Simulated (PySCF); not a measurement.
Si(OH) (HOSi), SMILES O[Si] (connectivity only; charge and spin as stated), neutral, multiplicity 2. Geometry optimised at PBE0-D3(BJ)/def2-TZVPD.

Calculation: PBE0-D3(BJ)/def2-TZVPD run with PySCF.

Harmonic wavenumbers (cm⁻¹): 760, 879, 3851. Rotational constants (GHz): 787.5, 16.79, 16.44; symmetry number 1.

Work out the zero-point energy and the ideal-gas rigid-rotor harmonic-oscillator thermochemistry at 298.15 K and 1 atm.

ZPE = ½ Σ hcν = ½ × 5490 cm⁻¹ = 7.85 kcal/mol. H − E(el) = 10.31 kcal/mol. Entropy in cal/(mol K): translation 37.34, rotation 17.94, vibration 0.39, spin 1.38, total 57.06. G − E(el) = -6.70 kcal/mol. Cp = 9.20 cal/(mol K).
